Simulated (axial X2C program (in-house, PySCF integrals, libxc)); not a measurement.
## CrB⁻: cheaper levels and CCSD(T), 2c

All values were computed with an in-house relativistic program for diatomic molecules. Two-component (2c) means X2C with spin–orbit coupling and atomic mean-field two-electron Coulomb and Gaunt terms. Basis: Cr dyall-acv3z [10s11p7d4f2g], B dyall-av3z [8s7p3d2f] (cores contracted in-house); Gaussian nuclei, density fitting, unrestricted open shells. Masses: Cr 51.941 u, B 11.009 u.

State: Ω = 3 (⟨Sz⟩ = 2.00, ⟨Lz⟩ = 1.00 at HF); fragments Cr + B- for PBE0; Cr- + B for CCSD, BHandHLYP, CCSD(T).

| level | Re (Å) | ωe (cm⁻¹) | De (eV) |
| --- | --- | --- | --- |
| PBE0 | 2.104 | 405.7 | n/a |
| CCSD | 2.212 | 325.3 | 1.31 |
| BHandHLYP | 2.198 | 351.2 | 1.30 |

Correlated methods: 10 electrons correlated (number of frozen shells: Cr 3 s, 2 p; B 1 s), 304 virtual spin orbitals or spinors in MP2, 90 natural virtuals in coupled cluster.

CCSD(T), same Hamiltonian and basis:

Re = 2.149 Å, ωe = 353.4 cm⁻¹, De = 1.42 eV; T1 = 0.058 (Lee–Taylor normalisation).

Question: Give the differences from CCSD(T) in the columns below.

Answer: 

```
    level  ΔRe (Å)  Δωe (cm⁻¹)  ΔDe (eV)
     PBE0   -0.045          52       n/a
     CCSD    0.063         -28     -0.11
BHandHLYP    0.049          -2     -0.12
```

The state is one determinant whose occupation by symmetry is held fixed; it was picked as the lowest of a PBE0 search that is not exhaustive. Dissociation energies refer to the lowest single-determinant-based atoms at the same level and basis. De is not given where an atomic determinant may have missed its ground term or J level, or where the truncated virtual space spoils (T). Density functionals use the spin component along the axis (collinear). CCSD and (T) use frozen natural virtuals with an MP2 correction for the truncation; (T) itself is uncorrected, so its De runs slightly low. The 2c atoms are single determinants rather than J levels; their spin–orbit lowering is only partly caught, and De is too large by that part. This holds for CCSD, BHandHLYP, CCSD(T). PBE0 can misorder states that lie within some tenths of an eV, so this need not be the ground state of the molecule. The nearest other spin-free determinant of the search, M_S = 2, Λ = 0, lies 0.08 eV up at the distance of the search. Without a current term, density functionals place determinants with orbital angular momentum somewhat too high. With several unpaired electrons one determinant need not be a pure state. A state of lower Ω lies just above, and one determinant can place such states too high, so the state shown need not be the lowest. The search has Ω = 1 only 0.01 eV up. Open-shell Ω = 0 determinants with evenly filled partner blocks cannot be reached by this program, so the Ω shown need not be the lowest component. The highest occupied level of some functionals is positive through self-interaction error; at Hartree–Fock it is bound. The determinant is spin-polarised beyond a pure state at some levels (its spin-free form has ⟨S²⟩ too high), which makes Re and μ there less reliable. The T1 diagnostic is large, a sign of multireference character.
